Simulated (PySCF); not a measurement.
Unrelated species, one level of theory. Method: TDDFT CAM-B3LYP/def2-SVPD, vertical, gas phase, core orbitals frozen in the response (PySCF). Geometries: GFN2-xTB; one conformer of each isolated species. Triplets are in the Tamm–Dancoff approximation. 'Strongest' means the level of largest summed f among the lowest 8 singlets; it needn't be the same kind of state in each.

Question: Rank by computed lowest singlet excitation energy, lowest first.
A. `c1cscp1`
B. `C#CS(F)(F)(F)(F)F`
C. `C=C[Si@@H](N)C1CC1`
D. `C[Si](C)(C)Cl`
E. `C=C(C)N1C=CC=C1`
F. `CC(C)(C)Cl`
G. `[C@H]1(C)[C@H](C#N)CC=C1`
H. `[C@H]1(C(=C(C)C)C1)C#N`

Answer: A (5.07 eV), E (5.25 eV), B (6.25 eV), C (6.43 eV), H (6.84 eV), G (7.02 eV), F (7.33 eV), D (8.00 eV).

| SMILES | S1 (eV) | f (strongest) | LUMO (eV) | α (au) | f (S1) | gap (eV) | S1 mainly |
| --- | --- | --- | --- | --- | --- | --- | --- |
| c1cscp1 | 5.07 | 0.18 | -0.31 | 74.0 | 0.117 | 7.84 | H→L (91%) |
| C=C(C)n1cccc1 | 5.25 | 0.31 | 0.62 | 89.3 | 0.084 | 8.11 | H→L (97%) |
| C#CS(F)(F)(F)(F)F | 6.25 | 0.00 | -1.35 | 50.7 | 0.001 | 9.86 | H-1/H→L (≥96%) |
| C=C[Si@@H](N)C1CC1 | 6.43 | 0.28 | 0.84 | 89.7 | 0.013 | 9.55 | H→L (64%) |
| CC(C)=C1C[C@@H]1C#N | 6.84 | 0.35 | 0.89 | 86.5 | 0.118 | 9.67 | H→L (66%) |
| C[C@@H]1C=CC[C@H]1C#N | 7.02 | 0.24 | 1.04 | 80.6 | 0.033 | 9.91 | H→L (61%) |
| CC(C)(C)Cl | 7.33 | 0.13 | 1.18 | 64.1 | 0.001 | 10.87 | H-1/H→L+1 (≥88%) |
| C[Si](C)(C)Cl | 8.00 | 0.22 | 1.02 | 76.1 | 0.112 | 10.76 | H-1/H→L (≥90%) |

H and L stand for HOMO and LUMO. A slash joins orbitals within 0.01 eV of each other, whose weights are summed (≥ marks a lower bound).

Mean S1 by what the SMILES shows (count): single bonds only 7.67 eV (2); a double or triple bond but no aromatic ring 6.63 eV (4); an aromatic ring 5.16 eV (2).
